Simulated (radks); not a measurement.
Task: The praseodymium ion Pr+, 58 electrons, occupied as [Xe] 4f3 6s1 (the NIST ground configuration). Calculated with a radial shooting solver on a logarithmic mesh with Libxc functionals: Dirac Kohn-Sham, PBE, spin-unpolarised, spherical densities, finite nucleus; open shells fill j = l - 1/2 first; Fermi nuclear charge, rms radius 4.8919 fm.

Spin-orbit splittings of the eigenvalues, e(l+1/2) - e(l-1/2), with zeta = 2 splitting/(2l+1) and mean radii in bohr:

shell  occ.  splitting (eV)  zeta (eV)  <r> j=l-1/2  <r> j=l+1/2
2p        6               ?          ?      0.08605      0.09236
3p        6           95.54      63.70       0.2617       0.2740
3d       10           20.59      8.237       0.2452       0.2491
4p        6           20.55      13.70       0.6404       0.6682
4d       10           3.604      1.442       0.7218       0.7319
4f        3          0.3414    0.09755        1.169        1.190
5p        6           2.785      1.856        1.704        1.791

Estimate the 2p splitting.

Result: 482.2 eV (zeta = 321.5 eV).
